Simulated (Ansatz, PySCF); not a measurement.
Dissociation curve of Co(CO)4(H), SMILES [O+]#[C-]->[CoH](<-[C-]#[O+])(<-[C-]#[O+])<-[C-]#[O+] (C4HCoO4), singlet. The Co1–H10 bond (Co1 also carries C, C, C, C; H10 carries nothing else) is stretched with both fragments frozen at the PBE0/def2-SVP optimised geometry.

- UKS-PBE0 = unrestricted PBE0/def2-SVP run with Ansatz (an electronic-structure program)
- RKS-PBE0 = restricted PBE0/def2-SVP (Ansatz)
- UKS-CAM-B3LYP = unrestricted CAM-B3LYP/def2-SVP (Ansatz)
- RKS-CAM-B3LYP = restricted CAM-B3LYP/def2-SVP in Ansatz
- UKS-PBE = Ansatz with unrestricted PBE/def2-SVP
- RKS-PBE = restricted PBE/def2-SVP in Ansatz
- UKS-B3LYP/6-31G* = PySCF 2.14.0 with unrestricted B3LYP/6-31G*, spherical d
- RKS-B3LYP/6-31G* = PySCF 2.14.0 with restricted B3LYP/6-31G*, spherical d
- UKS-BP86/6-31G* = unrestricted BP86/6-31G*, spherical d run with PySCF
- RKS-BP86/6-31G* = restricted BP86/6-31G*, spherical d run with PySCF
- UKS-B3LYP/3-21G = unrestricted B3LYP/3-21G (PySCF 2.14.0)
- RKS-B3LYP/3-21G = PySCF with restricted B3LYP/3-21G
- UKS-B3LYP/LANL2DZ = unrestricted B3LYP/LANL2DZ, with its core potentials past Ne (PySCF 2.14.0)
- RKS-B3LYP/LANL2DZ = PySCF with restricted B3LYP/LANL2DZ, with its core potentials past Ne

Scanned distances (Å): 1.20, 1.31, 1.38, 1.44, 1.47, 1.52, 1.58, 1.66, 1.78, 1.96, 2.13, 2.43, 2.71, 3.09, 3.60, 4.31.

Q: Where does the unrestricted solution first break spin symmetry (<S²> of 0.01 or more)?

A: UKS-PBE0: between 2.13 and 2.43 Å; UKS-CAM-B3LYP: between 1.96 and 2.13 Å; UKS-PBE: between 2.43 and 2.71 Å; UKS-B3LYP/6-31G*: between 2.13 and 2.43 Å; UKS-BP86/6-31G*: between 2.43 and 2.71 Å; UKS-B3LYP/3-21G: between 2.13 and 2.43 Å; UKS-B3LYP/LANL2DZ: between 2.13 and 2.43 Å.

```tsv
R / Å	<S²> UKS-PBE0	E(RKS-PBE0) − E(UKS-PBE0) / kcal/mol	<S²> UKS-CAM-B3LYP	E(RKS-CAM-B3LYP) − E(UKS-CAM-B3LYP) / kcal/mol	<S²> UKS-PBE	E(RKS-PBE) − E(UKS-PBE) / kcal/mol	<S²> UKS-B3LYP/6-31G*	E(RKS-B3LYP/6-31G*) − E(UKS-B3LYP/6-31G*) / kcal/mol	<S²> UKS-BP86/6-31G*	E(RKS-BP86/6-31G*) − E(UKS-BP86/6-31G*) / kcal/mol	<S²> UKS-B3LYP/3-21G	E(RKS-B3LYP/3-21G) − E(UKS-B3LYP/3-21G) / kcal/mol	<S²> UKS-B3LYP/LANL2DZ	E(RKS-B3LYP/LANL2DZ) − E(UKS-B3LYP/LANL2DZ) / kcal/mol
1.20	0.00	0.0	0.00	0.0	0.00	0.0	0.00	0.0	0.00	0.0	0.00	0.0	0.00	0.0
1.31	0.00	0.0	0.00	0.0	0.00	0.0	0.00	0.0	0.00	0.0	0.00	0.0	0.00	0.0
1.38	0.00	0.0	0.00	0.0	0.00	0.0	0.00	0.0	0.00	0.0	0.00	0.0	0.00	0.0
1.44	0.00	0.0	0.00	0.0	0.00	0.0	0.00	0.0	0.00	0.0	0.00	0.0	0.00	0.0
1.47	0.00	0.0	0.00	0.0	0.00	0.0	0.00	0.0	0.00	0.0	0.00	0.0	0.00	0.0
1.52	0.00	0.0	0.00	0.0	0.00	0.0	0.00	0.0	0.00	0.0	0.00	0.0	0.00	0.0
1.58	0.00	0.0	0.00	0.0	0.00	0.0	0.00	0.0	0.00	0.0	0.00	0.0	0.00	0.0
1.66	0.00	0.0	0.00	0.0	0.00	0.0	0.00	0.0	0.00	0.0	0.00	0.0	0.00	0.0
1.78	0.00	0.0	0.00	0.0	0.00	0.0	0.00	0.0	0.00	0.0	0.00	0.0	0.00	0.0
1.96	0.00	0.0	0.00	0.0	0.00	0.0	0.00	0.0	0.00	0.0	0.00	0.0	0.00	0.0
2.13	0.00	0.0	0.07	0.1	0.00	0.0	0.00	0.0	0.00	0.0	0.00	0.0	0.00	0.0
2.43	0.56	3.9	0.56	5.2	0.00	0.0	0.40	2.0	0.00	0.0	0.35	1.5	0.49	3.3
2.71	0.82	12.3	0.80	14.4	0.51	2.0	0.72	8.2	0.38	1.1	0.69	7.3	0.77	10.3
3.09	0.96	25.0	0.95	28.1	0.86	9.4	0.92	18.6	0.80	7.2	0.91	17.6	0.94	21.0
3.60	1.01	38.9	1.00	44.1	0.98	19.0	1.00	30.7	0.96	15.8	1.00	29.8	1.00	32.9
4.31	1.02	50.9	1.02	59.5	1.00	27.0	1.02	41.4	1.00	23.4	1.02	41.1	1.02	43.6
```
